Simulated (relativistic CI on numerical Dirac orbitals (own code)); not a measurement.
# What each ingredient does to the levels of Tm LIX

Base calculation: Dirac-Coulomb-Breit CI, orbitals from a KLI potential per configuration, a model potential for QED, unscaled Slater integrals.

CI space (outside the closed core [Ne]): 3s, 3p, 3d, 4s, 4p, 4d, 4f, 5s, 5p, 5d, 5f, 5g, 6s, 6p, 6d. Levels of other configurations are missing.

Variants: (1) P86 correlation estimate; (2) QED terms removed; (3) non-relativistic limit. Shifts of the energy above 3s 2S_1/2, in eV, for the lowest level and the first level of each name with at least 55 % of one term (blank where a level changes its place among those of its configuration and J or its character, or is not in the variant):

```csv
Level,Base,Δ(1),Δ(2),Δ(3)
3s 2S_1/2,0.00,0.00,0.00,0.00
3p 2P°_1/2,143.42,+0.09,+3.76,-22.24
3p 2P°_3/2,412.24,+0.09,+3.44,-291.06
3d 2D_3/2,583.72,-0.23,+4.09,-297.88
3d 2D_5/2,645.13,-0.23,+3.93,-359.29
4s 2S_1/2,2744.02,-0.12,+2.34,-212.31
4p 2P°_1/2,2803.33,-0.06,+3.88,-220.63
4p 2P°_3/2,2913.29,-0.06,+3.74,-330.59
4d 2D_3/2,2978.35,-0.12,+4.00,-332.58
4d 2D_5/2,3004.91,-0.12,+3.93,-359.15
4f 2F°_5/2,3039.24,+0.28,+3.98,-356.62
4f 2F°_7/2,3050.86,+0.28,+3.95,-368.23
5s 2S_1/2,3965.46,+0.12,+3.15,-290.90
5p 2P°_1/2,3995.26,+0.14,+3.92,-294.75
```

At this charge energies of transitions that change n are usually good to better than 1 %, and those within a shell (Δn = 0) to a few per cent.

Ionisation energy from the two ground configurations alone: base 6022.97 eV; QED terms removed 6026.94 eV. The NIST ASD value (theoretical) is 6023 eV.
